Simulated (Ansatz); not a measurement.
System: difluoro(trifluoromethyl)borane, CBF5, charge 0, multiplicity 1. 
Coordinates optimised at B3LYP-D3(BJ)/def2-TZVP (Ansatz, a first-principles code):
```xyz
7

F      1.4935     1.2882     0.0821
B      0.9760     0.0872     0.0174
F      1.7525    -0.9653    -0.0240
C     -0.6312    -0.0743    -0.0114
F     -1.1860     0.4743     1.0930
F     -1.0272    -1.3575    -0.0685
F     -1.1543     0.5613    -1.0845
```

Dipole moments at this geometry, in debye (magnitudes).

| level | program | dipole (D) |
|---|---|---|
| SVWN5/def2-TZVPD | Ansatz | 0.90 |
| PBE0/def2-TZVPD | Ansatz | 0.92 |
| BHLYP/def2-TZVPD | Ansatz | … |
| r2SCANh/def2-TZVPD | Ansatz | 0.91 |
| r2SCAN0/def2-TZVPD | Ansatz | 0.93 |
| CAM-B3LYP/def2-TZVPD | Ansatz | 0.96 |
| LC-wPBE/def2-TZVPD | Ansatz | 0.95 |
| wB97M-V/def2-TZVPD | Ansatz | 0.96 |
| wB97X-V/def2-TZVPD | Ansatz | 0.94 |
| CCSD(T)/aug-cc-pVDZ | Ansatz | … |

Some entries are withheld; supply them.


- BHLYP/def2-TZVPD, dipole (D): 0.96
- CCSD(T)/aug-cc-pVDZ, dipole (D): 0.96
